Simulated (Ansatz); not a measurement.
Start from `O=CCBCl` and change one atom or group to get `BCC=O`.

Ansatz, PBE0-D4/def2-TZVP geometries, multiplicity 1. Each molecule was computed in one conformer, which needn't be the lowest.

```json
{"property": "LUMO energy (PBE0/def2-TZVPP) / eV", "`O=CCBCl`": "-1.73"}
{"property": "zero-point energy (PBE0-D4/def2-TZVP) / kJ/mol", "`O=CCBCl`": "157.7"}
{"property": "HOMO–LUMO gap (ωB97M-V/def2-TZVPP) / eV", "`O=CCBCl`": "10.33"}
{"property": "LUMO energy (B3LYP/def2-TZVPP) / eV", "`O=CCBCl`": "-1.95"}
{"property": "HOMO–LUMO gap (PBE0/def2-TZVPP) / eV", "`O=CCBCl`": "5.91"}
{"property": "LUMO energy (ωB97M-V/def2-TZVPP) / eV", "`O=CCBCl`": "0.31"}
```

(1) What does the change do to each property? (An estimate is asked.)

Results:

(1) Computed: 
```csv
property,`BCC=O`,shift
LUMO energy (PBE0/def2-TZVPP) / eV,-1.77,-0.04
zero-point energy (PBE0-D4/def2-TZVP) / kJ/mol,173.6,15.9
HOMO–LUMO gap (ωB97M-V/def2-TZVPP) / eV,10.05,-0.28
LUMO energy (B3LYP/def2-TZVPP) / eV,-2.02,-0.07
HOMO–LUMO gap (PBE0/def2-TZVPP) / eV,5.72,-0.19
LUMO energy (ωB97M-V/def2-TZVPP) / eV,0.17,-0.14
```

B3LYP here is the variant with VWN-RPA as its local correlation; programs differ in this.
